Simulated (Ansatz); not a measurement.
CH7BGeO2, singlet, at a GFN2-xTB geometry; Ansatz (a program for electronic structure) with CASSCF(4,6)/STO-3G.

Ansatz was given this input:
Ansatz 0.2 input:
```yaml
crystal:
  periodic: [false, false, false]
  atoms:
    - {symbol: Ge, position_ang: [1.20338656, 0.57856094, 0.04166511]}
    - {symbol: C, position_ang: [-0.52404482, 0.31919655, -0.87444430]}
    - {symbol: B, position_ang: [-1.42608733, -0.69609037, -0.03369344]}
    - {symbol: O, position_ang: [-1.36552518, -2.03396275, -0.21725467]}
    - {symbol: O, position_ang: [-2.24991098, -0.27877876, 0.95343908]}
    - {symbol: H, position_ang: [2.07517201, 1.52983143, -0.72596525]}
    - {symbol: H, position_ang: [1.03281986, 1.14798972, 1.41468224]}
    - {symbol: H, position_ang: [1.96486622, -0.70178315, 0.18089847]}
    - {symbol: H, position_ang: [-0.31979140, -0.04963618, -1.88106286]}
    - {symbol: H, position_ang: [-0.99793516, 1.29623242, -0.98337921]}
    - {symbol: H, position_ang: [-0.77675675, -2.33486945, -0.90700737]}
    - {symbol: H, position_ang: [-2.28854984, 0.66548972, 1.09420830]}
basis:
  gaussian:
    orbitals: STO-3G
hamiltonian:
  xc: hf
magnetization: {spin_polarized: false}
correlation: {active_space: {window: {electrons: 4, orbitals: 6}}}
```

The log (banner, timings and long lists left out):

```
Functional definition: HF
562 factors; integrals over basis functions are off by at most 8.3e-5 eV
mean field evaluation 1: about -61642.7760 eV, gradient 2.7e1 eV
mean field evaluation 2: about -61642.9042 eV, gradient 2.7e1 eV
mean field evaluation 4: about -61645.3425 eV, gradient 1.6e0 eV
mean field evaluation 8: about -61645.3529 eV, gradient 2.0e-4 eV
mean field -61645.35291307 eV, -2265.4249348342 hartree, gradient 9.7e-7 eV, S^2 0.000000; 0 other end points of the search recorded, 0 dependent functions left out
reference -61645.35291307 eV, -2265.4249348342 hartree; 33, 33 occupied and 12, 12 virtual orbitals, 562 factors
state -61646.21258455 eV, -2265.4565271786 hartree
Total energy: -61646.21258455 eV, -2265.4565271786 hartree
```
